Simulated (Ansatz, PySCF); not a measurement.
C4H11In, SMILES [CH2](C)[In]([CH3])[CH3]. Atoms are numbered in the order given.

```xyz
16

In    -0.0461     0.2588     0.1707
C      1.1513     1.4307    -1.2191
H      2.0132     1.8736    -0.6954
H      0.5542     2.2603    -1.6293
H      1.5237     0.8188    -2.0532
C     -0.9352     1.2424     1.8953
H     -1.4415     0.5297     2.5617
H     -1.6709     1.9903     1.5588
H     -0.1619     1.7767     2.4690
C     -0.3382    -1.8776    -0.1893
C      0.3370    -2.4232    -1.4407
H     -1.4281    -2.0521    -0.2182
H      0.0141    -2.4058     0.7140
H      1.4295    -2.2801    -1.4160
H     -0.0232    -1.9240    -2.3550
H      0.1593    -3.5047    -1.5759
```
Charge 0, spin multiplicity 1.

Coordinates come from a PBE0-D3(BJ)/def2-SVP optimisation. The isomer is the one that the SMILES or the coordinates give; other isomers of the formula were not compared. The def2 effective core potentials stand for the cores of In; spin–orbit coupling is left out. One conformer was computed; it need not be the lowest.

Vertical ionisation energy (IE) and electron affinity (EA) in eV. Rows of orbital energies are one-electron estimates. Where ΔSCF, EOM or ADC give a negative EA the extra electron is unbound and the value depends on the basis.

| level | IE | EA |
|---|---|---|
| −ε(HOMO), −ε(LUMO), ωB97X/def2-TZVP (PySCF) | 8.87 | -0.82 |
| −ε(HOMO), −ε(LUMO), PBE/def2-TZVP (PySCF) | 5.49 | 1.61 |
| ΔSCF, ωB97X-V/def2-SVPD (Ansatz), final states of multiplicity 2 and 2 | 8.68 | -0.74 |
| ΔSCF, PBE/def2-SVPD (Ansatz), final states of multiplicity 2 and 2 | 8.25 | -0.46 |

### Question
What vertical singlet–triplet gap does ΔSCF give with ωB97X-V/def2-SVPD (Ansatz, a first-principles code) and with PBE/def2-SVPD (Ansatz)? (The exact figures need the calculation; the answer reports its results.)

### Answer
4.60 and 3.95 eV (triplet above singlet where positive).
